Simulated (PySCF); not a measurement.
**SbO⁺ at RHF-CCSD**

Level: RHF-CCSD. basis Sb cc-pVDZ-PP with ECP28, O cc-pVDZ; scalar-relativistic core potentials; PySCF 2.14.

- state: ¹Σ⁺ (singlet), closed shell
- bond length: 1.795 Å
- harmonic wavenumber: 937 cm⁻¹
- force constant: 7.30 mdyn/Å
- rotational constant Be: 0.3703 cm⁻¹
- anharmonicity ωexe: 3.12 cm⁻¹
- vibration–rotation constant αe: 0.00175 cm⁻¹
- well depth De to Sb⁺ + O: 89.8 kcal/mol
- dissociation energy D0: 88.5 kcal/mol

Correlated steps freeze 5 core orbitals. Correlated levels converge slowly with the basis: in double zeta they bind strong bonds too weakly, by up to about 1 eV, and carry superposition errors of some tenths. Spin–orbit coupling is left out, which matters for elements this heavy, above all for dissociation energies. For an ion De counts to the pair picked by the measured ionisation energies or electron affinities, which need not be the lowest pair at this level. Where the molecule has an RHF reference, its open-shell atoms are computed with UHF. The CCSD T1 diagnostic is raised, a sign that a single reference may not be enough here.
